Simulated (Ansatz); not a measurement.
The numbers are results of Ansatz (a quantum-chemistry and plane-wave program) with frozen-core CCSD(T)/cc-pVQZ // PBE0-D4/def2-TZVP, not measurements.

Ansatz 0.2 input:
```yaml
crystal:
  periodic: [false, false, false]
  atoms:
    - { symbol: F, position_ang: [-1.169877, 1.274067, 0.069559] }
    - { symbol: C, position_ang: [-0.696876, 0.034941, 0.07104] }
    - { symbol: C, position_ang: [0.591196, -0.247189, 0.153174] }
    - { symbol: Cl, position_ang: [1.814827, 0.93883, 0.267922] }
    - { symbol: H, position_ang: [-1.464697, -0.726001, -0.001392] }
    - { symbol: H, position_ang: [0.925432, -1.274648, 0.150378] }
basis:
  gaussian: { orbitals: cc-pVQZ }
correlation:
  method: ccsd_t
```

Output:

```
Functional definition: HF
1708 factors; integrals over basis functions are off by at most 8.2e-4 eV
mean field evaluation 1: about -17302.2180 eV, gradient 2.4e1 eV
mean field evaluation 2: about -17302.3598 eV, gradient 2.4e1 eV
mean field evaluation 4: about -17303.7672 eV, gradient 3.7e0 eV
mean field evaluation 8: about -17303.7985 eV, gradient 2.0e-1 eV
mean field evaluation 16: about -17302.2171 eV, gradient 2.4e1 eV
mean field -17303.79881090 eV, -635.9028773646 hartree, gradient 1.0e-6 eV, S^2 0.000000; 0 other end points of the search recorded, 0 dependent functions left out
8 core orbitals not correlated
reference -17303.79881090 eV, -635.9028773646 hartree; 12, 12 occupied and 264, 264 virtual orbitals, 1708 factors
second order -22.26976725 eV of doubles, -0.00000000 eV of singles
cycle   1  -22.24964876 eV  change    2.0e-2 eV  update   9.5e-2
cycle   2  -22.72768813 eV  change   -4.8e-1 eV  update   3.1e-2
cycle   3  -22.84937925 eV  change   -1.2e-1 eV  update   1.5e-2
cycle   4  -22.83820448 eV  change    1.1e-2 eV  update   3.7e-3
cycle   5  -22.83657638 eV  change    1.6e-3 eV  update   1.5e-3
cycle   6  -22.83763511 eV  change   -1.1e-3 eV  update   4.0e-4
cycle   7  -22.83748156 eV  change    1.5e-4 eV  update   1.2e-4
cycle   8  -22.83742214 eV  change    5.9e-5 eV  update   4.7e-5
cycle   9  -22.83743177 eV  change   -9.6e-6 eV  update   1.7e-5
perturbative correction -1.00186117 eV, -0.0368177189 hartree
Total energy: -17327.63810384 eV, -636.7789552212 hartree
```

Cost: about 16 core-minutes (a rough figure).
